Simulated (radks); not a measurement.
Q: Gd IV, configuration [Xe] 4f7. Method: Dirac Kohn-Sham, LDA (Slater exchange, Perdew-Wang correlation), spin-unpolarised, spherical densities, point nucleus; open shells are shared between the two j in proportion to 2j + 1; computed with a radial shooting solver on a logarithmic mesh with Libxc functionals. Some entries of the table are withheld. Estimate them.

orbital  occ.  eigenvalue (eV)  <r> (bohr)
1s1/2       2        -50030.13     0.02192
2s1/2       2        -8278.743     0.09281
2p1/2       2        -7865.016         (1)
2p3/2       4        -7169.956         (2)
3s1/2       2        -1854.319      0.2442
3p1/2       2        -1674.713      0.2338
3p3/2       4        -1532.193      0.2469
3d3/2       4        -1221.060         (3)
3d5/2       6        -1189.978         (4)
4s1/2       2        -393.0629      0.5531
4p1/2       2              (5)      0.5649
4p3/2       4              (6)      0.5947
4d3/2       4              (7)      0.6304
4d5/2       6              (8)      0.6409
5s1/2       2         -74.8391       1.323
5p1/2       2         -55.2696       1.469
5p3/2       4         -50.6894       1.555
4f5/2       3         -34.4257      0.8448
4f7/2       4         -33.6602      0.8558

A: 
(1) 2p1/2 <r> (bohr): 0.07749
(2) 2p3/2 <r> (bohr): 0.08432
(3) 3d3/2 <r> (bohr): 0.2188
(4) 3d5/2 <r> (bohr): 0.2229
(5) 4p1/2 eigenvalue (eV): -323.1716
(6) 4p3/2 eigenvalue (eV): -291.2805
(7) 4d3/2 eigenvalue (eV): -175.9523
(8) 4d5/2 eigenvalue (eV): -170.1880
